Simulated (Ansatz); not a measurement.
Isolated molecules relaxed with PBE0-D4/def2-TZVP in Ansatz; ΔE leaves out vibrations. CCSD(T)/CBS is the MP2 limit (def2-TZVPP, def2-QZVPP) plus CCSD(T) − MP2 in def2-TZVPP, frozen cores. For Ge, Zn outer-core shells are correlated without core-valence functions, which leaves a few kJ/mol of doubt a bond. Scalar relativity is left out up to krypton.

Reaction (ligand exchange at a Zn–O bond): `[SiH3][O][ZnH]` + `[OH][GeH3]` → `[ZnH][O][GeH3]` + `O[SiH3]`

| species | CCSD(T)/CBS(def2) energy (Eh) |
| --- | --- |
| `[SiH3][O][ZnH]` | -2145.08513 |
| `[OH][GeH3]` | -2153.69723 |
| `[ZnH][O][GeH3]` | -3932.08723 |
| `O[SiH3]` | -366.69042 |

(1) Work out ΔE.

Largest T1 diagnostic among the species: 0.016.

Results:

(1) ΔE = (-3932.08723) + (-366.69042) − (-2145.08513) − (-2153.69723) = 0.00471 Eh = +12.4 kJ/mol.

From BLYP to BHLYP (50 % exact exchange), in def2-TZVPP and without D4, ΔE moves by +3.7 kJ/mol. In def2-TZVPP, CCSD(T) changes the Hartree–Fock value by −4.9 kJ/mol (the triples alone add −1.3 kJ/mol) and MP2 by −6.6 kJ/mol. Leaving LDA and LC-ωPBE aside and taking each functional with its dispersion term where it has one, the values, not all of them listed here, spread over 4.0 kJ/mol, from PBE-D4 to BHLYP-D4.
